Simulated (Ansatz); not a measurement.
Program: Ansatz. Geometries: PBE0-D4/def2-TZVP. ΔE: electronic, gas phase. CBS: MP2 limit from def2 TZ/QZ plus the TZ coupled-cluster correction, frozen cores. This one scheme is used for every species. Functionals use def2-TZVPP. def2 core potentials past Kr. For Sn outer-core shells are correlated without core-valence functions, which leaves a few kJ/mol of doubt a bond. Each species was taken in one conformer, which may not be the lowest.

`[CH3][SnH2][SiH2]S` + HCl → `[CH3][SnH2][Cl]` + `[SiH3]S`  (cleavage of the Sn–Si bond)

**Question.** Is it downhill or uphill in electronic energy at CCSD(T)/CBS, and by how much? (Best estimate.)

**Answer.** Computed: Downhill: ΔE = -0.73 eV.

**Question.** What do these levels give: r2SCAN-D4, ωB97M-V, B2PLYP, MP2/def2-TZVPP, HF/CBS(def2), CCSD/CBS(def2)? (Best estimate.)

**Answer.** Computed: r2SCAN-D4 -0.74, ωB97M-V -0.77, B2PLYP -0.80, MP2/def2-TZVPP -0.72, HF/CBS(def2) -1.08, CCSD/CBS(def2) -0.76 eV.

Largest T1 diagnostic among the species: 0.012.

In def2-TZVPP, CCSD(T) changes the Hartree–Fock value by +0.35 eV (the triples alone add +0.03 eV) and MP2 by +0.33 eV. The D4 term adds +0.08 eV with B3LYP and +0.05 eV with PBE0; it sums over pairs of atoms, weighted by their polarisabilities, and B3LYP, whose exchange is more repulsive, gets the larger term. From PBE to PBE0 (25 % exact exchange), in def2-TZVPP and without D4, ΔE moves by −0.05 eV.

B3LYP here is the variant with VWN-RPA as its local correlation; programs differ in this.
